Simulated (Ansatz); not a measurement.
`[GeH3][O]C[TeH]` + `CN[SiH2]O` → `C[N]([GeH3])[SiH2]O` + `OC[TeH]`  (ligand exchange at a Ge–O bond)

Gas-phase electronic energies from Ansatz, PBE0-D4/def2-TZVP geometries. CBS: MP2 limit from def2 TZ/QZ plus the TZ coupled-cluster correction, frozen cores. Functionals use def2-TZVPP. B3LYP here is the variant with VWN-RPA as its local correlation; programs differ in this. def2 core potentials past Kr. For Ge, Te outer-core shells are correlated without core-valence functions, which leaves a few kJ/mol of doubt a bond. Scalar relativity is left out up to krypton. Each species was taken in one conformer, which may not be the lowest.

`[GeH3][O]C[TeH]`:

Cartesian coordinates in Å:
```
Ge 1.174 0.857 1.029
O 0.571 -0.340 -0.160
C -0.802 -0.532 -0.249
Te -1.298 -1.985 -1.760
H 0.570 2.231 0.685
H 2.694 0.827 0.865
H 0.723 0.418 2.435
H -1.346 0.381 -0.515
H -1.237 -0.944 0.670
H -1.050 -0.913 -3.000
```

`CN[SiH2]O`:

Cartesian coordinates in Å:
```
C -0.122 -1.554 -0.214
N -0.245 -0.216 -0.747
Si 0.387 1.197 -0.032
O -0.493 1.922 1.163
H -1.003 -1.878 0.355
H 0.739 -1.599 0.459
H 0.054 -2.285 -1.009
H -0.970 -0.121 -1.440
H 0.461 2.237 -1.082
H 1.709 0.800 0.526
H -0.516 1.497 2.021
```

`C[N]([GeH3])[SiH2]O`:

Cartesian coordinates in Å:
```
C -0.589 -1.472 -0.186
N 0.177 -0.243 -0.045
Ge 1.117 -0.076 1.534
Si -0.018 1.049 -1.149
O -1.194 2.152 -0.799
H -0.998 -1.553 -1.197
H -1.429 -1.531 0.519
H 0.040 -2.354 -0.023
H 2.081 -1.274 1.641
H 1.876 1.255 1.492
H 0.144 -0.117 2.729
H 1.220 1.859 -1.149
H -0.319 0.423 -2.467
H -2.108 1.882 -0.900
```

`OC[TeH]`:

```xyz
7

O     0.036    1.463   -0.229
C    -0.309    0.143   -0.481
Te   -0.625   -1.087    1.289
H     0.840    1.483    0.297
H     0.427   -0.399   -1.080
H    -1.263    0.147   -1.004
H     0.893   -1.750    1.208
```

```csv
level,ΔE (kJ/mol),difference from CCSD(T)/CBS
PBE-D4,6.9,-1.0
r2SCAN-D4,10.1,2.2
PBE0-D4,7.3,-0.6
ωB97X-V,12.5,4.6
B2PLYP,15.0,7.1
PBE,10.7,2.8
PBE0,10.6,2.7
B3LYP,18.3,10.4
HF/def2-TZVPP,23.8,15.9
MP2/def2-TZVPP,7.3,-0.6
SCS-MP2/def2-TZVPP,11.1,3.2
CCSD/def2-TZVPP,10.2,2.3
HF/def2-QZVPP,25.1,17.2
HF/CBS(def2),25.3,17.4
MP2/CBS(def2),7.2,-0.7
CCSD/CBS(def2),10.1,2.2
CCSD(T)/CBS,7.9,0
```

Largest T1 diagnostic among the species: 0.012.

The D4 term adds −6.1 kJ/mol with B3LYP and −3.3 kJ/mol with PBE0; it sums over pairs of atoms, weighted by their polarisabilities, and B3LYP, whose exchange is more repulsive, gets the larger term. In def2-TZVPP, CCSD(T) changes the Hartree–Fock value by −15.7 kJ/mol (the triples alone add −2.2 kJ/mol) and MP2 by −16.4 kJ/mol.
